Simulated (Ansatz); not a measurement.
`[CH3][Al]1[SiH2][SiH2]1`. The species carries charge 0 and has multiplicity 1.

Cartesian coordinates in Å:
```
C 1.155 1.029 1.894
Al 0.251 0.200 0.382
Si -1.761 -0.625 -0.660
Si 0.252 -0.740 -1.838
H 2.229 0.832 1.894
H 0.732 0.668 2.837
H 1.005 2.113 1.868
H -3.108 -0.226 -1.160
H -1.870 -1.931 0.069
H 0.786 -1.858 -2.667
H 0.331 0.538 -2.619
```

Task: List the harmonic frequencies (cm⁻¹, unscaled) at PBE0-D4/def2-TZVP in Ansatz. (Best estimate.)

Result: Ansatz gave: 10i, 96, 126, 165, 266, 321, 340, 445, 459, 515, 600, 632, 645, 676, 692, 884, 907, 1206, 1432, 1436, 2146, 2151, 2189, 2191, 3040, 3119, 3142.
